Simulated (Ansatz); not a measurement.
Geometry optimisation, Ansatz 0.2.0, UHF/def2-SVP.

Input file:

```yaml
crystal:
  periodic: [false, false, false]
  atoms:
    - { symbol: Sn, position_ang: [0.0, 0.0, 0.0] }
    - { symbol: H, position_ang: [0.0, 0.0, 1.99] }
    - { symbol: H, position_ang: [1.6408, 0.0, -0.5794] }
    - { symbol: H, position_ang: [-0.8195, 1.4198, -0.5794] }
    - { symbol: H, position_ang: [-0.8195, -1.4198, -0.5794] }
    - { symbol: O, position_ang: [0.0, 0.0, 3.3] }
    - { symbol: H, position_ang: [-0.5144, -0.8011, 3.6371] }
magnetization:
  spin_polarized: true
  initial_magnetization: 1
basis:
  gaussian: { orbitals: def2-SVP }
hamiltonian:
  xc: hf
relax:
  f_tol: 0.15
  max_steps: 25
  restrain:
    - { distance: [1, 5], at: 1.01, k: 30.0 }
    - { distance: [0, 1], at: 2.94, k: 30.0 }
output:
  orbitals: {}
```

Launched with:

```bash
$ ansatz run input.yaml --threads 1 --pin off --max-ram 2048MiB --backend cpu --events-out ev --progress --plain --runs-dir out
```

**Question.** Where does it end, and by what steps?

**Answer.** The run converged. The restraints hold the end off the free minimum. After 6 steps the energy has fallen by 1.827 eV (the restraints' own energy left out); H2 moved furthest, 0.65 Å. Joined: H2–O6 (1.31 → 0.97 Å).

```csv
step,energy less start (eV),largest force component (eV/Å),accepted
0,0.0000,2.050,yes
1,-0.9438,5.607,yes
2,-1.4178,5.540,yes
3,-1.6157,1.702,yes
4,-1.8125,1.781,yes
5,-1.7940,2.039,no
6,-1.8274,1.450,yes
```

```xyz
7
Properties=species:S:1:pos:R:3
Sn 0.003 0.004 -0.303
H 0.016 0.026 2.642
H 1.628 0.002 -0.838
H -0.810 1.410 -0.840
H -0.808 -1.400 -0.855
O -0.018 -0.029 3.610
H -0.522 -0.814 3.772
```

The run took 13 s on 1 thread of Arm Neoverse V1 (shared host), peak memory 0.13 GiB.
